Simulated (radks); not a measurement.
The numbers below are computed, except where a source is named.
Problem. Coherent X-ray form factor from a spherical all-electron density. Code: a radial shooting solver on a logarithmic mesh with Libxc functionals. Model: Dirac Kohn-Sham, LDA (Slater exchange, Perdew-Wang correlation), spin-unpolarised, spherical densities, finite nucleus; Fermi nuclear charge, rms radius of each element as measured or else 0.836 A^(1/3) + 0.57 fm.

sin(theta)/lambda (1/angstrom)  f0 (electrons)
0.05                                    76.233
0.1                                     74.080
0.15                                    70.916
0.2                                     67.191
0.25                                    63.294
0.3                                     59.487
0.4                                     52.631
0.5                                     46.925
0.6                                     42.169
0.8                                     34.532
1                                       28.514
1.25                                    22.829
1.5                                     18.979
2                                       14.776

The species is in the configuration that NIST lists as its ground one. Which atom or ion scatters so?

Solution. The gold ion Au2+, [Xe] 4f14 5d9. Extrapolating in s^2 from the first two rows gives f0(0) = 77.0, near the electron count 77; among species with that count, the fall with angle is slower the higher Z, and the table is that of Z = 79; from so few rows the species is fixed only to a neighbour or two.
